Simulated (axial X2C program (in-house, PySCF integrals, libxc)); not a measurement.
## Bond lengths and stretching modes, held linear, of NCuN²⁺

Computed with an in-house all-electron X2C program for linear molecules (integrals from PySCF): two-component X2C with atomic mean-field Coulomb and Gaunt terms, Gaussian nuclei, basis N dyall-av3z, Cu dyall-v3z with contracted cores. Spin-free rows use the one-electron spin-free X2C Hamiltonian.

Masses N 14.003, Cu 62.930, N 14.003 u. States: 2c Ω = 5/2 (beyond evenly filled blocks: ω = -1/2, 2 × ω = 3/2); spin-free M_S = 5/2, Λ = 0 (beyond evenly filled blocks: σα, 2 × π+α, 2 × π-α).

TPSSh, spin-free: energies above the lowest point

```csv
r(N–Cu) (Å),r(Cu–N) (Å),E (meV)
1.9549,1.9549,17.14
1.9549,2.0050,8.12
1.9549,2.0551,12.68
2.0050,1.9549,8.12
2.0050,2.0050,0.00
2.0050,2.0551,5.23
2.0050,2.1052,20.27
2.0551,1.9549,12.68
2.0551,2.0050,5.23
2.0551,2.0551,10.95
2.1052,2.0050,20.27
2.1052,2.1052,41.89
```

Problem. Fit a quadratic surface with cubic terms in each bond: where is the minimum, and what are the two stretching wavenumbers?

Solution. At TPSSh, spin-free: bonds 2.008 and 2.008 Å; harmonic stretches 323.2 and 373.9 cm⁻¹; force constants 0.83, 0.83 and coupling 0.03 mdyn/Å.

The other levels and Hamiltonians give:

```
Hamiltonian  level  r(N–Cu) (Å)  r(Cu–N) (Å)  lower stretch (cm⁻¹)  upper stretch (cm⁻¹)
         2c   PBE0        2.004        2.004                 345.7                 407.5
         2c     HF        2.078        2.078                 355.2                 419.2
         2c  TPSSh        2.009        2.009                 322.8                 373.4
         2c    MP2        1.997        1.997                 388.2                 457.7
  spin-free   PBE0        2.003        2.003                 346.1                 408.0
  spin-free     HF        2.074        2.074                 360.2                 422.1
  spin-free    MP2        1.994        1.994                 390.8                 458.1
```

Each state is one determinant, the lowest of a limited PBE0 search; the stretches come from a fit to these few points and carry an uncertainty of a few per cent. Other orders of the atoms were not compared. The levels spread by more than a fifth, so the stretches depend strongly on the method. MP2 freezes inner shells (threshold -2 hartree). A multiply charged ion may be only metastable. The molecule was held linear; bending was not examined, so a bent shape may lie lower. Note: several unpaired electrons, one determinant need not be a pure state.
